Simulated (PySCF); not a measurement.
PySCF 2.14 output of an unrestricted BHandHLYP calculation on a single atom or ion in aug-cc-pVTZ-DK (9s8p6d3f2g, 102 functions), with scalar relativity by spin-free X2C-1e:

```
SCF conv_tol = 1e-09
number electrons alpha = 24  beta = 18
    A. D. Becke.,  J. Chem. Phys. 98, 1372 (1993)
    Defined through Gaussian implementation.
cycle= 1 E= -4529.1819289287  delta_E= -0.00342  |g|= 0.015  |ddm|= 0.242
cycle= 2 E= -4529.18198817727  delta_E= -5.92e-05  |g|= 0.00305  |ddm|= 0.0215
cycle= 3 E= -4529.18199062006  delta_E= -2.44e-06  |g|= 0.00143  |ddm|= 0.00546
cycle= 4 E= -4529.18199100548  delta_E= -3.85e-07  |g|= 0.000253  |ddm|= 0.00148
cycle= 5 E= -4529.18199102085  delta_E= -1.54e-08  |g|= 4.79e-06  |ddm|= 0.000464
cycle= 6 E= -4529.18199102088  delta_E= -2.46e-11  |g|= 6.31e-07  |ddm|= 1.06e-05
converged SCF energy = -4529.18199102088  <S^2> = 12.000186  2S+1 = 7.000053
```

The run itself started from symmetry-adapted Hartree-Fock orbitals and held the occupation by maximum overlap, on a logarithmic radial grid, so the iterations belong to that start.

Q: Which element, charge and spin multiplicity is this?

A: Ru(2+) (ruthenium, charge +2), multiplicity 7; the state was [Kr] 4d5 5s1, high-spin 7S determinant (an excited configuration).
